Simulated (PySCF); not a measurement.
ZnMe(OMe), `C[O][Zn][CH3]` (singlet state). Method used: PySCF 2.14.0, PBE0-D3(BJ)/def2-SVP geometry optimisation, gas phase.

```
atom  x, y, z in Å
Zn1    0.3291   -0.1158    0.5257
C2     0.0764   -0.8308    2.2961
H3    -0.9305   -1.2623    2.4075
H4     0.1937   -0.0441    3.0575
H5     0.8097   -1.6241    2.5092
O6     0.7107    0.5967   -1.0560
C7    -0.0915    0.7577   -2.1698
H8    -0.9910    1.3852   -1.9881
H9    -0.4578   -0.1997   -2.6004
H10    0.4758    1.2604   -2.9773
```

**Question.** How far are the heavy atoms from their best plane (unweighted least squares)?

**Answer.** 0.005 Å rms; none is more than 0.008 Å off.

**Question.** Which two atoms are farthest apart?

**Answer.** H5···H10, 6.21 Å; the next longest distance is 6.18 Å.

**Question.** What are the angles C2–Zn1–O6, Zn1–C2–H5, H3–C2–H5, Zn1–C2–H3, H8–C7–H9, H9–C7–H10, O6–C7–H8, O6–C7–H10?

**Answer.** From the scalar product of the two bond vectors; for C2–Zn1–O6 it is -3.4061 Å² over 1.9260 × 1.7762 Å², cos θ = -0.995643. C2–Zn1–O6 174.6°; Zn1–C2–H5 111.0°; H3–C2–H5 107.9°; Zn1–C2–H3 111.0°; H8–C7–H9 106.4°; H9–C7–H10 106.1°; O6–C7–H8 113.8°; O6–C7–H10 110.1°.

**Question.** How far apart are these pairs, which share no bond: Zn1···H3, C2···O6, H4···H5, H5···C7, O6···H10?

**Answer.** Zn1···H3 2.538 Å (2 bonds apart); C2···O6 3.698 Å (2 bonds apart); H4···H5 1.782 Å (2 bonds apart); H5···C7 5.327 Å (4 bonds apart); O6···H10 2.046 Å (2 bonds apart).

**Question.** Give the dihedral angles Zn1–O6–C7–H10, Zn1–O6–C7–H8, Zn1–O6–C7–H9.

**Answer.** Zn1–O6–C7–H10 179° (antiperiplanar); Zn1–O6–C7–H8 60° (synclinal); Zn1–O6–C7–H9 -62° (synclinal). Dihedral signs follow IUPAC: positive where, seen along the central bond, the front bond turns clockwise onto the rear one.

**Question.** Where is the centre of mass (commonest isotopes), and what is the radius of gyration?

**Answer.** Mass 109.971 u; centre at (0.285, 0.007, 0.170) Å; Rg = √(Σ m r²/M) = 1.453 Å. As Ia + Ib + Ic = 2 Σ m r², the three principal moments sum to 464.5 u·Å².

**Question.** Write the matrix of distances between heavy atoms (Å, lower triangle).

**Answer.** 
```
Zn1   0.000
C2    1.926  0.000
O6    1.776  3.698  0.000
C7    2.865  4.743  1.382  0.000
```

Whether it is a minimum is left open (no frequencies).
